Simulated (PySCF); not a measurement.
Energy landscape of H2F (cation, charge +1), singlet: symmetric bend, bond length relaxed. Scanned: H-F-H angle. Other coordinates (F-H bond length) were minimised at PBE0/def2-TZVP.

Levels of theory: RKS-B3LYP/6-31G* = PySCF with restricted B3LYP/6-31G*, spherical d; RHF/3-21G = PySCF with restricted Hartree-Fock/3-21G; RHF/6-31G* = restricted Hartree-Fock/6-31G*, spherical d (PySCF); CCSD(T) on RHF/cc-pVTZ, 1 core orbital frozen (PySCF).

Energies relative to the lowest point of each profile, in kJ/mol; the last columns give the difference from CCSD(T):

```tsv
a / °	RKS-B3LYP/6-31G*	RHF/3-21G	RHF/6-31G*	CCSD(T)	RKS-B3LYP/6-31G* − CCSD(T)	RHF/3-21G − CCSD(T)	RHF/6-31G* − CCSD(T)
180	79.8	40.5	77.8	76.6	3.3	-36.0	1.2
172	77.2	38.8	75.2	74.1	3.2	-35.2	1.1
164	69.8	34.0	67.6	67.0	2.9	-33.0	0.7
156	58.5	26.7	56.2	56.1	2.5	-29.4	0.1
148	44.8	18.1	42.3	42.9	1.9	-24.8	-0.5
140	30.3	9.7	27.9	28.9	1.4	-19.2	-1.0
132	16.8	3.1	14.8	16.0	0.8	-12.9	-1.2
124	6.2	0.0	4.9	5.8	0.4	-5.8	-0.9
116	0.1	2.1	0.0	0.0	0.1	2.1	0.0
108	0.0	11.0	1.6	0.0	0.0	11.0	1.6
100	7.2	28.1	11.2	7.0	0.2	21.1	4.2
92	23.0	54.4	29.9	22.1	0.9	32.4	7.8
84	48.4	90.8	58.7	46.1	2.2	44.6	12.6
76	84.3	137.1	98.6	80.2	4.1	56.9	18.4
68	131.8	192.9	150.3	125.3	6.4	67.5	25.0
60	192.1	257.1	215.1	183.2	8.8	73.8	31.8
```

RKS-B3LYP/6-31G* is furthest from CCSD(T) at 60 (8.8 kJ/mol, above); its mean absolute difference over the points is 2.4 kJ/mol.

RHF/3-21G is furthest from CCSD(T) at 60 (73.8 kJ/mol, above); its mean absolute difference over the points is 31.6 kJ/mol.

RHF/6-31G* is furthest from CCSD(T) at 60 (31.8 kJ/mol, above); its mean absolute difference over the points is 6.8 kJ/mol.
